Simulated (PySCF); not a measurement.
C₃, SMILES [C]=C=[C] (connectivity only; charge and spin as stated), neutral, multiplicity 1.

The structure is a stationary point at PBE-D3(BJ)/def2-TZVP. The isomer is the one that the SMILES or the coordinates give; other isomers of the formula were not compared.

These are TDA-PBE/def2-TZVPD (PySCF) values and carry that method's errors.

Vertical excitations; the highest root listed may be one member of a degenerate set. The molecule is in vacuum. State labels are in the subgroup D2h.

Computed excitation energies, oscillator strengths and character:
```tsv
state	symmetry	energy (eV)	λ (nm)	f	main pairs
S1	B2u	2.98	416	0.024	HOMO→LUMO+1 (degenerate set)
S2	B3u	2.98	416	0.024	HOMO→LUMO (degenerate set)
S3	Au	4.04	307	0.000	HOMO−2→LUMO+1 50 %, HOMO−3→LUMO 50 %
S4	B2g	4.08	304	0.000	HOMO−1→LUMO (degenerate set)
S5	B3g	4.08	304	0.000	HOMO−1→LUMO+1 (degenerate set)
S6	B1u	4.25	291	0.000	HOMO−2→LUMO, HOMO−3→LUMO+1 (degenerate set)
S7	Au	4.25	291	0.000	HOMO−3→LUMO, HOMO−2→LUMO+1 (degenerate set)
S8	B1u	7.97	156	0.076	HOMO→LUMO+2 99 %
S9	Ag	8.89	139	0.000	HOMO−1→LUMO+2 96 %
S10	B3g	9.04	137	0.000	HOMO→LUMO+3 96 %
T1	B2u	1.76	704	0	HOMO→LUMO+1 (degenerate set)
T2	B3u	1.76	704	0	HOMO→LUMO (degenerate set)
T3	B2g	2.59	479	0	HOMO−1→LUMO (degenerate set)
T4	B3g	2.59	479	0	HOMO−1→LUMO+1 (degenerate set)
```
Triplets are in the Tamm–Dancoff approximation.
